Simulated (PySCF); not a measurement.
PySCF input for CHAlFNO₂, SMILES O=C=[N][Al]([OH])[F], PBE-D3(BJ)/def2-SVP. The structure is a stationary point at PBE-D3(BJ)/def2-SVP. The structure was generated by enumeration; whether it is a known compound was not checked. One conformer was computed; it need not be the lowest.

```python
import numpy as np
from pyscf import gto, scf, dft, df
from pyscf.hessian import thermo

mol = gto.M(
    atom='''
    Al   -0.02133700    0.92896549    0.00000000
    F    -1.51009031    1.67307371    0.00000000
    N     0.04728313   -0.84133794    0.00000000
    C     0.03244715   -2.05429010    0.00000000
    O     0.02911784   -3.23544127    0.00000000
    O     1.35625197    1.92403370    0.00000000
    H     2.25957059    1.57215196    0.00000000
    ''',
    basis='def2-SVP',
    charge=0,
    spin=0,
    max_memory=1600,
    verbose=3,
)
mf = dft.RKS(mol, xc='pbe').density_fit(auxbasis='def2-universal-jkfit')
mf.disp = 'd3bj'
mf.grids.level = 3
mf.conv_tol = 1e-11
mf.max_cycle = 100
mf.kernel()

# [left out here: the lines that compute and print the analytic Hessian (its translational invariance restored by hand, since the grid's response is missing), thermochemistry and intensities]
```

Program output:

```
converged SCF energy = -585.546099088823

WARN: DFTD3 does not support analytical Hessian, using finite difference


WARN: Mole.unit (angstrom) is changed to Bohr

Mode                                 0                   1                   2
Irrep
Freq [cm^-1]                       61.3396             88.0181            215.2349
Reduced mass [au]                  11.7519             14.9221              5.3936
Force const [Dyne/A]                0.0261              0.0681              0.1472
Char temp [K]                      88.2540            126.6385            309.6751
Normal mode                   x     y     z       x     y     z       x     y     z
       0  Al                 0.04  0.00 -0.00   -0.00  0.00 -0.03   -0.04  0.04  0.00
       1   F                -0.01 -0.10  0.00   -0.00  0.00  0.05   -0.09 -0.05 -0.00
       2   N                 0.14  0.00 -0.00   -0.00  0.00 -0.20    0.08  0.05  0.00
       3   C                -0.01  0.01 -0.00    0.00  0.00 -0.03    0.03  0.05 -0.00
       4   O                -0.14  0.01  0.00    0.00  0.00  0.12   -0.01  0.06 -0.00
       5   O                -0.03  0.09  0.00    0.00 -0.00  0.07    0.08 -0.13 -0.00
       6   H                -0.00  0.16  0.00    0.00 -0.00  0.02   -0.01 -0.36 -0.00
Mode                                 3                   4                   5
Irrep
Freq [cm^-1]                      239.3738            276.7824            327.4438
Reduced mass [au]                  14.4247             15.4818              1.1198
Force const [Dyne/A]                0.4870              0.6988              0.0707
Char temp [K]                     344.4056            398.2283            471.1187
Normal mode                   x     y     z       x     y     z       x     y     z
       0  Al                -0.06 -0.03 -0.00    0.00  0.00  0.15   -0.00  0.00 -0.01
       1   F                 0.02  0.14  0.00    0.00  0.00 -0.07   -0.00 -0.00 -0.02
       2   N                 0.15 -0.03 -0.00   -0.00 -0.00 -0.09    0.00  0.00  0.02
       3   C                 0.06 -0.03 -0.00   -0.00 -0.00 -0.03    0.00  0.00  0.01
       4   O                -0.03 -0.03  0.00   -0.00 -0.00  0.02    0.00  0.00 -0.01
       5   O                -0.06 -0.03  0.00   -0.00  0.00 -0.08    0.00 -0.00  0.08
       6   H                -0.08 -0.07  0.00    0.00  0.00 -0.14   -0.00 -0.00 -0.94
Mode                                 6                   7                   8
Irrep
Freq [cm^-1]                      506.7153            581.3758            594.6049
Reduced mass [au]                   6.1359              1.5723              7.6495
Force const [Dyne/A]                0.9282              0.3131              1.5935
Char temp [K]                     729.0505            836.4704            855.5041
Normal mode                   x     y     z       x     y     z       x     y     z
       0  Al                 0.00  0.08 -0.00    0.00  0.05 -0.00    0.00  0.02 -0.00
       1   F                -0.07  0.03  0.00   -0.06  0.02  0.00   -0.02  0.01  0.00
       2   N                -0.00 -0.07 -0.00   -0.01 -0.02 -0.00    0.10 -0.01 -0.00
       3   C                 0.00 -0.09  0.00    0.08 -0.03  0.00   -0.23 -0.01  0.00
       4   O                -0.00 -0.11  0.00   -0.03 -0.04 -0.00    0.09 -0.02 -0.00
       5   O                 0.09  0.10  0.00    0.03 -0.07  0.00    0.01 -0.02  0.00
       6   H                -0.07 -0.32  0.00    0.32  0.72  0.00    0.10  0.22  0.00
Mode                                 9                  10                  11
Irrep
Freq [cm^-1]                      603.0787            821.6828            954.7349
Reduced mass [au]                  12.6907             15.0378             10.7290
Force const [Dyne/A]                2.7195              5.9820              5.7620
Char temp [K]                     867.6959           1182.2187           1373.6510
Normal mode                   x     y     z       x     y     z       x     y     z
       0  Al                 0.00  0.00  0.00    0.01 -0.12  0.00   -0.14 -0.01  0.00
       1   F                -0.00  0.00  0.00   -0.11  0.06 -0.00    0.09 -0.05 -0.00
       2   N                 0.00 -0.00  0.10   -0.00  0.00 -0.00    0.01 -0.00 -0.00
       3   C                -0.00 -0.00 -0.24    0.00  0.03  0.00    0.00  0.00 -0.00
       4   O                 0.00 -0.00  0.09   -0.00  0.05 -0.00   -0.00  0.00 -0.00
       5   O                 0.00 -0.00  0.00    0.10  0.07 -0.00    0.11  0.06 -0.00
       6   H                 0.00  0.00 -0.01    0.11  0.08 -0.00    0.15  0.16 -0.00
Mode                                12                  13                  14
Irrep
Freq [cm^-1]                     1468.0878           2389.3268           3822.7238
Reduced mass [au]                  14.8588             12.7167              1.0680
Force const [Dyne/A]               18.8685             42.7735              9.1949
Char temp [K]                    2112.2515           3437.7093           5500.0484
Normal mode                   x     y     z       x     y     z       x     y     z
       0  Al                -0.00  0.03  0.00   -0.00  0.00 -0.00    0.00  0.00 -0.00
       1   F                 0.00 -0.00 -0.00   -0.00  0.00  0.00    0.00 -0.00  0.00
       2   N                 0.00 -0.20 -0.00   -0.00 -0.11 -0.00    0.00  0.00  0.00
       3   C                 0.00 -0.04  0.00    0.00  0.24  0.00    0.00 -0.00  0.00
       4   O                 0.00  0.16 -0.00   -0.00 -0.09  0.00   -0.00  0.00  0.00
       5   O                -0.00 -0.00 -0.00    0.00  0.00  0.00   -0.06  0.02 -0.00
       6   H                -0.00 -0.00 -0.00    0.00 -0.01  0.00    0.91 -0.33  0.00
temperature 298.1500 [K]
pressure 101325.00 [Pa]
Rotational constants [GHz] 6.50364 1.37938 1.13802
Symmetry number 1
Zero-point energy (ZPE) 0.02950 [Eh]   77461.333 [J/mol]
                           tot       elec      trans        rot        vib
Entropy [J/mol/K]       354.813      0.000    166.789    116.504     71.521
Cv [J/mol/K]             93.444      0.000     12.472     12.472     68.501
Cp [J/mol/K]            101.759      0.000     20.786     12.472     68.501
Internal energy [J/mol]                      3718.434   3718.434  88692.569
Internal energy [Eh]   -585.50949  -585.54610
Enthalpy [J/mol]                             6197.391   3718.434  88692.569
Enthalpy [Eh]          -585.50854
Gibbs free energy [J/mol]                  -43530.762 -31017.158  67368.708
Gibbs free energy [Eh] -585.54883
mode   freq/cm-1   IR/(km/mol)
   1       61.34         1.536
   2       88.02         2.232
   3      215.23        16.515
   4      239.37        33.737
   5      276.78        70.955
   6      327.44       117.613
   7      506.72         5.599
   8      581.38       236.835
   9      594.60        27.225
  10      603.08        24.626
  11      821.68       161.984
  12      954.73       118.983
  13     1468.09        37.616
  14     2389.33      1132.311
  15     3822.72        93.523
max |gradient| / (hartree/bohr): 0.0003149363609382712
APT charges: [ 1.7964 -0.594  -1.1527  1.1452 -0.6872 -0.8111  0.3034]
```

Self-consistency was reached.

Cost: very roughly 50 core-seconds.
